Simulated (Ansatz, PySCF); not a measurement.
Gas-phase reaction (SMILES): CC1=C(F)CO1 [3-fluoro-4-methyl-2H-oxete] + 7 [H][H] (H2) -> 4 C (CH4) + F (HF) + O (H2O); energy of full hydrogenation.

Geometries: B3LYP-D3(BJ)/def2-TZVP minima from Ansatz (an electronic-structure program), one conformer each, not searched for the lowest. Correlated levels leave the core frozen unless marked. Spin-orbit coupling is left out. Non-relativistic. Basis-set limits of correlation are two-point, X^-3; Hartree-Fock from the larger set. The bracket is a focal-point correction in the basis named. Thermal terms are rigid-rotor harmonic-oscillator values from B3LYP-D3(BJ) frequencies (PySCF) at 298.15 K and 1 atm. 1 Eh = 627.5095 kcal/mol.

| species | E, RI-MP2/CBS(cc-pVTZ,cc-pVQZ)+[CCSD(T)-MP2]/cc-pVTZ (Ansatz) (Eh) | E, wB97M-V/def2-TZVPD (Ansatz) (Eh) | H - E (Eh) | G - E (Eh) |
|---|---|---|---|---|
| CC1=C(F)CO1 | -330.09141 | -330.44350 | 0.08967 | 0.05348 |
| [H][H] (H2) | -1.17529 | -1.16077 | 0.01336 | -0.00144 |
| C (CH4) | -40.46125 | -40.49098 | 0.04840 | 0.02728 |
| F (HF) | -100.39237 | -100.46200 | 0.01259 | -0.00713 |
| O (H2O) | -76.37659 | -76.43347 | 0.02495 | 0.00353 |

### Question
Work out ΔE and ΔH, ΔG, ΔS and the equilibrium constant at 298.15 K at the first level, then ΔH at the second.

### Answer

1. ΔE = [4×(-40.46125) + (-100.39237) + (-76.37659)] - [(-330.09141) + 7×(-1.17529)] = -0.29552 Eh = -185.4 kcal/mol at RI-MP2/CBS(cc-pVTZ,cc-pVQZ)+[CCSD(T)-MP2]/cc-pVTZ.
2. The terms H - E add up to 0.04795 Eh, so ΔH = (-0.29552 + (0.04795))×627.5095 = -155.4 kcal/mol.
3. The terms G - E add up to 0.06212 Eh, so ΔG = -146.5 kcal/mol, and ΔS = (0.04795 - (0.06212))×627509.5/298.15 = -29.8 cal/(mol K).
4. log10 K = -ΔG/(RT ln 10) = 107.4, with RT ln 10 = 1.3642 kcal/mol.
5. At wB97M-V/def2-TZVPD the same steps give ΔE = -182.3 and ΔH = -152.2 kcal/mol, a shift of +3.2 from the first level.
6. These values are not checked against measurement here, since the tables used lack a sound gas-phase enthalpy of formation for at least one species.
